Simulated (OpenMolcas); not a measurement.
Pd2+ (d8) among equal point charges was computed by CASSCF with the d shell active (OpenMolcas, ANO-RCC-VDZP on the metal). Its lowest spin-free states, and all those of the highest spin:

```tsv
2S+1	Degeneracy	E (cm-1)
3	1	0.0
3	2	4322
3	1	6738
3	1	7640
1	1	9717
3	2	11343
1	1	14722
1	1	16789
1	2	17759
3	1	21400
1	1	21433
1	1	21749
3	2	25103
```

Q: Is the site octahedral, tetrahedral or cube-like, axial, or of lower symmetry?

A: The states with 2S+1 = 3 have orbital degeneracies 1, 2, 1, 1, 2, 1, 2. There are pairs but no triples, so the site is axial: not cubic, but with a proper or improper axis of order three or more. The run had Pd2+ among 6 point charges of -1.7 e arranged as a tetragonal octahedron (D4h), 2.03 Å from the ion, with the axial distance 2.558 Å. The active orbitals were held to one l.

Without dynamic correlation the repulsion within the d shell is too large (B by tens of per cent), so at a given field states of lower spin stand too high. Real 4d8 and 5d8 ions are as a rule square planar and diamagnetic. Point charges give a weaker field than real ligands, and real ions of this kind are as a rule low spin; the high spin found here belongs to the model. This is an electrostatic model: the charges have no orbitals. No measured value stands beside these numbers.
